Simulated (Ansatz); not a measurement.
Frontier orbitals of C$_{4}$HF$_{5}$, SMILES `FC(F)=CC(F)=C(F)F`.

The species carries charge 0 and has multiplicity 1. The structure was optimised at the PBE0-D4/def2-TZVP level. It is one conformer, not always the lowest. Basis def2-TZVPP, Ansatz.

```
             functional  HOMO (eV)  LUMO (eV)  gap (eV)
            LDA (SPW92)      -5.81      -1.94      3.87
                    PBE      -5.55      -1.62      3.93
                   BLYP      -5.46      -1.55      3.91
                 B97M-V      -5.80      -1.35      4.45
                   PBE0      -6.79      -0.78      6.01
                r2SCANh      -6.22      -1.17      5.05
HSE06 (plane-wave form)      -6.39      -1.15      5.24
                ωB97M-V      -8.89       1.37     10.26
```

From PBE to PBE0 the HOMO moves by −1.24 eV and the LUMO by +0.85 eV, and with ωB97M-V by −3.34 and +3.00 eV, so the gap grows from 3.92 to 10.26 eV with exact exchange. A positive LUMO is unbound and depends on the basis.
